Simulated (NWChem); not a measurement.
Species: InH3O3; SMILES [OH][In]([OH])[OH]

```xyz
7

In     0.0135     0.0121     0.0000
O      0.0846     1.9997    -0.0003
H     -0.7949     2.3943     0.0040
O      1.7181    -1.0005     0.0000
H      1.5446    -1.9496    -0.0004
O     -1.6710    -1.0641     0.0002
H     -2.4653    -0.5182    -0.0037
```
Atoms are numbered in this order, from 1.

Structure relaxed at the PBE0/def2-SVP level. Not confirmed as a minimum by frequencies. def2 effective core potentials on In; no spin-orbit coupling.

**Question.** List the 4 lowest vertical singlet excitations from PBE0/def2-SVPD with def2 effective core potentials on In, TDA (NWChem).

**Answer.** 
```tsv
state	energy (eV)	oscillator strength	leading excitation (squared amplitude)
S1	5.00	0.000	HOMO → LUMO (0.96)
S2	5.03	0.000	HOMO−1 → LUMO (0.97)
S3	5.74	0.086	HOMO−3 → LUMO (0.97)
S4	5.85	0.134	HOMO−2 → LUMO (0.81)
```
